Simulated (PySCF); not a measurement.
Problem. Give a PBE0-D3(BJ)/def2-SVP geometry of `N#C[SiH2]C#N`.

Solution. 
```xyz
7
C2H2N2Si angstrom
N     -2.6247   -0.5870    0.2200
C     -1.5505   -0.1576    0.1496
Si     0.1491    0.5651    0.0461
C      1.3167   -0.8366   -0.2608
N      2.0659   -1.7000   -0.4531
H      0.4840    1.2045    1.3406
H      0.2059    1.5044   -1.0991
```

Orientation and origin are arbitrary. Atoms count from 1 in this order. Si3 (SiH2 silicon) is distorted tetrahedral (angles from 107.0° to 113.1°). The 5 heavy atoms lie in one plane (0.000 Å rms).

Bonds between heavy atoms (Å): N1≡C2 1.159, C2–Si3 1.850, Si3–C4 1.850, C4≡N5 1.159.

Computed with PBE0-D3(BJ)/def2-SVP geometry optimisation, gas phase (PySCF).

Point group: C2v (every atom within 0.08 Å of its image). PBE0-D3(BJ)/def2-SVP frequencies: not computed here.

On one thread of an Arm Neoverse V2, no GPU, shared host with 96 logical CPUs at a one-minute load of 22, this took 14 s wall and 0.34 GiB of memory at its peak. These figures are those of the optimisation.
